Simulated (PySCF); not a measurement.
# `CB(C)[SiH2][SiH3]`, C$_{2}$H$_{11}$BSi$_{2}$

Molfile (atoms numbered from 1):
```
C2H11BSi2
     RDKit          3D

 16 15  0  0  0  0  0  0  0  0999 V2000
   -1.5056    1.4957   -0.1560 C   0  0  0  0  0  0  0  0  0  0  0  0
   -0.7826    0.1212   -0.3542 B   0  0  0  0  0  0  0  0  0  0  0  0
   -1.4550   -1.2186    0.1006 C   0  0  0  0  0  0  0  0  0  0  0  0
    1.0994    0.0853   -1.1079 Si  0  0  0  0  0  4  0  0  0  0  0  0
    2.5306    0.0245    0.7590 Si  0  0  0  0  0  4  0  0  0  0  0  0
   -0.8420    2.3633   -0.0232 H   0  0  0  0  0  0  0  0  0  0  0  0
   -2.2806    1.4895    0.6272 H   0  0  0  0  0  0  0  0  0  0  0  0
   -2.0346    1.6668   -1.1167 H   0  0  0  0  0  0  0  0  0  0  0  0
   -1.1095   -1.3633    1.1453 H   0  0  0  0  0  0  0  0  0  0  0  0
   -2.5548   -1.1694    0.1491 H   0  0  0  0  0  0  0  0  0  0  0  0
   -1.1424   -2.1181   -0.4499 H   0  0  0  0  0  0  0  0  0  0  0  0
    1.4666    1.3034   -1.9030 H   0  0  0  0  0  0  0  0  0  0  0  0
    1.4095   -1.1289   -1.9327 H   0  0  0  0  0  0  0  0  0  0  0  0
    3.9738   -0.0098    0.3664 H   0  0  0  0  0  0  0  0  0  0  0  0
    2.2367   -1.1913    1.5830 H   0  0  0  0  0  0  0  0  0  0  0  0
    2.3061    1.2282    1.6212 H   0  0  0  0  0  0  0  0  0  0  0  0
  1  2  1  0
  2  3  1  0
  2  4  1  0
  4  5  1  0
  1  6  1  0
  1  7  1  0
  1  8  1  0
  3  9  1  0
  3 10  1  0
  3 11  1  0
  4 12  1  0
  4 13  1  0
  5 14  1  0
  5 15  1  0
  5 16  1  0
M  END
```

Method used: PySCF, TDDFT B3LYP/def2-SVPD excited states, vertical, gas phase. Geometry: PBE0-D3(BJ)/def2-SVP.

**Question.** How strongly do the lowest singlets absorb one photon, and two photons of half the energy?

**Answer.** δ for parallel linear polarisation; σ at the peak of a Lorentzian of half width 0.1 eV, single beam; Ω is circular over linear.
| state | E (eV) | f | photon λ (nm) | δ (au) | σ (GM) | Ω | main |
| --- | --- | --- | --- | --- | --- | --- | --- |
| S1 | 4.54 | 0.038 | 546 | 36.7 | 0.28 | 0.69 | HOMO→LUMO 0.92 |
| S2 | 5.68 | 0.099 | 436 | 322 | 3.81 | 0.67 | HOMO−1→LUMO 0.92 |
| S3 | 5.91 | 0.003 | 420 | 0.66 | 0.01 | 1.16 | HOMO−2→LUMO 0.82, HOMO−3→LUMO 0.16 |
| S4 | 6.39 | 0.028 | 388 | 92.3 | 1.38 | 0.22 | HOMO→LUMO+1 0.98 |
| S5 | 6.53 | 0.001 | 380 | 2.3 | 0.04 | 1.02 | HOMO−3→LUMO 0.77, HOMO−2→LUMO 0.16 |

Among these, the strongest one-photon state is S2, the strongest two-photon state S2, with a dipole change of 4.9 D (relaxed, norm of the difference vector).
